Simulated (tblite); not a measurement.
Record of a relaxation.

Species: C6H11BSSi.
Bonds: C1–C2, C2–C3, C3–C4 (double), C4–C5, C5–C6 (double), C6–S7, S7–B8, B8–Si9, C3–Si9. Hydrogens: H10, H11, H12 on C1; H13, H14 on C2; H15 on C4; H16 on C5; H17 on C6; H18 on B8; H19, H20 on Si9.

Computed with GFN2-xTB (tblite), gas phase: L-BFGS steps from a force-field or distance-geometry start until the largest atomic force falls under 0.01 eV/Å. 8 of its 150 geometries are shown.

Step 0: E = -668.8421 eV, largest atomic force 1.095 eV/Å
```
atom  x, y, z in Å  |  force x, y, z in eV/Å
C1     -2.271   -0.550   -1.242   -0.824   0.120  -0.571
C2     -1.831   -0.766    0.189   -0.036  -0.367   0.939
C3     -0.370   -0.390    0.380   -0.490  -0.631  -0.210
C4      0.585   -1.182   -0.128    0.362   0.215   0.647
C5      2.039   -0.937   -0.015   -0.585   0.653  -0.656
C6      2.641    0.165   -0.488   -0.410  -0.768   0.547
S7      1.772    1.484   -1.347    0.391   0.486   0.602
B8      1.207    2.240    0.283    0.755  -0.414  -0.393
Si9    -0.002    1.163    1.343    0.135   0.510   0.134
H10    -2.150    0.517   -1.520   -0.016  -0.711   0.058
H11    -1.699   -1.189   -1.939   -0.260   0.436   0.328
H12    -3.358   -0.813   -1.336    0.917   0.238  -0.044
H13    -2.481   -0.167    0.879    0.566  -0.438  -0.547
H14    -1.967   -1.839    0.473    0.032   0.607  -0.232
H15     0.294   -2.125   -0.563    0.117  -0.201  -0.193
H16     2.655   -1.727    0.392   -0.074  -0.073   0.036
H17     3.719    0.267   -0.365   -0.338   0.319  -0.287
H18     1.782    3.135    0.761   -0.023   0.333  -0.438
H19     0.664    0.804    2.603   -0.133  -0.114   0.185
H20    -1.232    1.920    1.636   -0.086  -0.199   0.097
```

Step 21: E = -669.6527 eV, largest atomic force 0.753 eV/Å
```
atom  x, y, z in Å  |  force x, y, z in eV/Å
C1     -2.272   -0.526   -1.204   -0.135   0.056  -0.159
C2     -1.828   -0.767    0.224    0.213  -0.044   0.376
C3     -0.387   -0.380    0.391    0.188   0.191  -0.039
C4      0.555   -1.194   -0.096    0.078   0.052   0.196
C5      1.996   -1.001   -0.090   -0.129   0.047  -0.089
C6      2.723    0.066   -0.431   -0.146  -0.200  -0.028
S7      2.305    1.730   -0.935    0.282  -0.142   0.084
B8      1.252    2.353    0.313   -0.310  -0.670   0.146
Si9     0.077    1.184    1.354    0.004   0.055   0.206
H10    -2.145    0.517   -1.469    0.053   0.165  -0.032
H11    -1.681   -1.127   -1.886    0.040  -0.052  -0.107
H12    -3.319   -0.778   -1.331   -0.147  -0.086  -0.024
H13    -2.443   -0.193    0.919   -0.056  -0.045  -0.044
H14    -1.918   -1.826    0.470   -0.216  -0.087  -0.008
H15     0.240   -2.156   -0.490    0.129  -0.060  -0.090
H16     2.564   -1.897    0.172   -0.111   0.139  -0.190
H17     3.790   -0.056   -0.496    0.205   0.104   0.053
H18     1.092    3.489    0.369    0.061   0.645  -0.283
H19     0.584    0.634    2.640   -0.135   0.179  -0.087
H20    -1.191    1.937    1.574    0.133  -0.248   0.119
```

Step 43: E = -669.8401 eV, largest atomic force 0.087 eV/Å
```
atom  x, y, z in Å  |  force x, y, z in eV/Å
C1     -2.277   -0.494   -1.190    0.022   0.015   0.007
C2     -1.810   -0.762    0.242   -0.005  -0.016  -0.016
C3     -0.369   -0.362    0.422    0.001   0.009  -0.032
C4      0.570   -1.160   -0.107   -0.010  -0.027   0.016
C5      2.005   -1.023   -0.150    0.005   0.032   0.020
C6      2.816    0.028   -0.312    0.024  -0.031   0.046
S7      2.528    1.738   -0.653   -0.076   0.024   0.034
B8      1.127    2.333    0.218   -0.012  -0.059  -0.037
Si9     0.031    1.218    1.387    0.029  -0.004  -0.017
H10    -2.160    0.560   -1.433   -0.025   0.032   0.010
H11    -1.688   -1.070   -1.901    0.014  -0.006   0.015
H12    -3.324   -0.766   -1.310    0.007   0.017   0.020
H13    -2.443   -0.211    0.937    0.002  -0.004   0.002
H14    -1.922   -1.828    0.456   -0.034  -0.038   0.005
H15     0.242   -2.108   -0.528   -0.002  -0.009  -0.051
H16     2.521   -1.981   -0.114   -0.019   0.031   0.029
H17     3.878   -0.155   -0.383    0.055  -0.007  -0.009
H18     0.905    3.459   -0.015   -0.002   0.045  -0.031
H19     0.639    0.808    2.669    0.038  -0.038  -0.014
H20    -1.275    1.787    1.763   -0.011   0.033   0.005
```

Step 64: E = -669.8646 eV, largest atomic force 0.068 eV/Å
```
atom  x, y, z in Å  |  force x, y, z in eV/Å
C1     -2.307   -0.423   -1.174    0.011   0.026  -0.015
C2     -1.819   -0.787    0.227    0.030   0.019   0.040
C3     -0.375   -0.395    0.400    0.002   0.010  -0.012
C4      0.574   -1.159   -0.157    0.011  -0.011   0.059
C5      2.011   -1.007   -0.081   -0.017  -0.022  -0.046
C6      2.826    0.046   -0.207   -0.029  -0.050   0.034
S7      2.506    1.714   -0.699   -0.050  -0.015   0.008
B8      1.046    2.290    0.082   -0.008   0.008   0.033
Si9     0.070    1.180    1.359   -0.004  -0.047  -0.049
H10    -2.212    0.648   -1.332   -0.011   0.057  -0.013
H11    -1.704   -0.931   -1.923   -0.017  -0.023  -0.045
H12    -3.349   -0.703   -1.313    0.005  -0.020   0.020
H13    -2.432   -0.274    0.969   -0.016   0.017   0.013
H14    -1.936   -1.863    0.388    0.020   0.008  -0.057
H15     0.275   -2.087   -0.644    0.026   0.026   0.036
H16     2.517   -1.958    0.062    0.040  -0.007   0.022
H17     3.893   -0.114   -0.143    0.003   0.013  -0.036
H18     0.755    3.376   -0.248   -0.020   0.014  -0.029
H19     0.842    0.732    2.534    0.028  -0.004   0.039
H20    -1.188    1.724    1.896   -0.007   0.001  -0.002
```

Step 85: E = -669.8834 eV, largest atomic force 0.061 eV/Å
```
atom  x, y, z in Å  |  force x, y, z in eV/Å
C1     -2.307   -0.304   -1.181    0.017   0.002   0.007
C2     -1.801   -0.791    0.178   -0.013   0.001   0.012
C3     -0.358   -0.432    0.401   -0.004   0.005  -0.015
C4      0.610   -1.219   -0.084    0.006  -0.013   0.024
C5      2.042   -1.034    0.025    0.013   0.007  -0.021
C6      2.807    0.040   -0.190   -0.015   0.053   0.013
S7      2.386    1.646   -0.813   -0.017   0.005  -0.004
B8      0.948    2.241   -0.003   -0.001  -0.008   0.005
Si9     0.087    1.143    1.362    0.001  -0.002  -0.003
H10    -2.227    0.780   -1.250    0.022  -0.009  -0.014
H11    -1.728   -0.750   -1.987    0.037   0.033  -0.002
H12    -3.351   -0.584   -1.317    0.022   0.027   0.020
H13    -2.409   -0.337    0.961   -0.033  -0.039   0.034
H14    -1.930   -1.876    0.229    0.017  -0.003   0.008
H15     0.347   -2.163   -0.557   -0.043  -0.002   0.013
H16     2.580   -1.948    0.265   -0.002   0.005  -0.025
H17     3.882   -0.051   -0.128   -0.013  -0.010   0.006
H18     0.589    3.286   -0.395    0.016  -0.027  -0.033
H19     0.969    0.733    2.474   -0.002  -0.032   0.010
H20    -1.143    1.630    2.007   -0.008   0.006  -0.037
```

Step 106: E = -669.9023 eV, largest atomic force 0.032 eV/Å
```
atom  x, y, z in Å  |  force x, y, z in eV/Å
C1     -2.221   -0.147   -1.127   -0.001   0.001   0.013
C2     -1.786   -0.839    0.165    0.018  -0.011   0.015
C3     -0.353   -0.497    0.449    0.014   0.001   0.004
C4      0.628   -1.292    0.004    0.010  -0.003   0.010
C5      2.053   -1.059    0.082    0.000   0.005   0.001
C6      2.765    0.037   -0.199    0.010  -0.005  -0.010
S7      2.262    1.575   -0.921    0.011   0.004   0.001
B8      0.821    2.167   -0.115    0.001   0.014  -0.003
Si9     0.060    1.122    1.346   -0.001  -0.006   0.009
H10    -2.095    0.930   -1.039   -0.017   0.008   0.006
H11    -1.612   -0.496   -1.960   -0.029   0.013   0.000
H12    -3.266   -0.361   -1.343    0.003   0.001  -0.013
H13    -2.422   -0.509    0.988    0.005   0.011  -0.003
H14    -1.908   -1.920    0.051    0.005  -0.015  -0.007
H15     0.375   -2.260   -0.423   -0.003   0.008  -0.016
H16     2.634   -1.940    0.342   -0.011   0.012   0.011
H17     3.844   -0.005   -0.155   -0.003  -0.009  -0.001
H18     0.395    3.151   -0.591    0.006  -0.029   0.003
H19     0.988    0.759    2.437   -0.009   0.007   0.003
H20    -1.167    1.595    2.006   -0.010  -0.004  -0.023
```

Step 128: E = -669.9083 eV, largest atomic force 0.050 eV/Å
```
atom  x, y, z in Å  |  force x, y, z in eV/Å
C1     -2.247   -0.084   -1.076   -0.007   0.005   0.012
C2     -1.766   -0.861    0.151   -0.022  -0.019  -0.040
C3     -0.335   -0.517    0.437   -0.011   0.012  -0.023
C4      0.654   -1.302    0.001   -0.014   0.004  -0.021
C5      2.078   -1.063    0.112    0.011  -0.019  -0.009
C6      2.791    0.024   -0.188   -0.026   0.036   0.011
S7      2.274    1.534   -0.958   -0.005   0.019   0.015
B8      0.824    2.124   -0.164   -0.014  -0.012   0.011
Si9     0.049    1.116    1.318   -0.011   0.047  -0.013
H10    -2.166    0.988   -0.907    0.009  -0.018   0.016
H11    -1.639   -0.342   -1.942   -0.031   0.020   0.017
H12    -3.286   -0.323   -1.295    0.016  -0.002  -0.007
H13    -2.390   -0.606    1.010    0.011   0.000  -0.018
H14    -1.872   -1.930   -0.046    0.002  -0.034   0.013
H15     0.417   -2.263   -0.451   -0.012  -0.029   0.022
H16     2.649   -1.935    0.419    0.022  -0.015   0.008
H17     3.868   -0.002   -0.116    0.030  -0.016  -0.001
H18     0.372    3.076   -0.676    0.018   0.011  -0.005
H19     0.931    0.792    2.454    0.029  -0.008   0.020
H20    -1.212    1.586    1.915    0.007   0.019  -0.008
```

Step 149: E = -669.9172 eV, largest atomic force 0.009 eV/Å
```
atom  x, y, z in Å  |  force x, y, z in eV/Å
C1     -2.338   -0.042   -0.999   -0.002  -0.002   0.000
C2     -1.747   -0.916    0.107    0.003   0.001   0.001
C3     -0.325   -0.525    0.376    0.002   0.002   0.001
C4      0.683   -1.317   -0.006    0.000   0.002   0.001
C5      2.103   -1.072    0.134   -0.002  -0.002  -0.005
C6      2.832    0.014   -0.138   -0.001  -0.003   0.002
S7      2.372    1.536   -0.919    0.001   0.000   0.003
B8      0.881    2.134   -0.215    0.003  -0.001  -0.004
Si9     0.020    1.136    1.224    0.000  -0.002   0.001
H10    -2.329    1.004   -0.700    0.002   0.000  -0.003
H11    -1.756   -0.143   -1.913   -0.002  -0.001   0.000
H12    -3.365   -0.336   -1.207   -0.001   0.002  -0.002
H13    -2.338   -0.787    1.016    0.003  -0.006   0.002
H14    -1.805   -1.967   -0.194   -0.001   0.000  -0.003
H15     0.460   -2.302   -0.412    0.002   0.003   0.000
H16     2.668   -1.945    0.453   -0.004   0.006   0.004
H17     3.907   -0.030   -0.032   -0.004   0.001  -0.004
H18     0.482    3.103   -0.740    0.003  -0.002   0.000
H19     0.851    0.835    2.407    0.001   0.000   0.001
H20    -1.260    1.632    1.754   -0.004   0.006   0.006
```

Q: Summarise the path.

A: The energy falls by 24.79 kcal/mol from step 0 to step 149; nine tenths of that is first reached at step 31. It falls at every step. The largest force goes from 1.095 to 0.009 eV/Å. Among the bonds S7–B8 changes most, from 1.883 to 1.754 Å; the atoms move by 0.680 Å rms after alignment.

What follows is the cost of the whole relaxation. The run took 2.5 s wall on one thread, Arm Neoverse N1 (aarch64), no GPU, on a shared host.
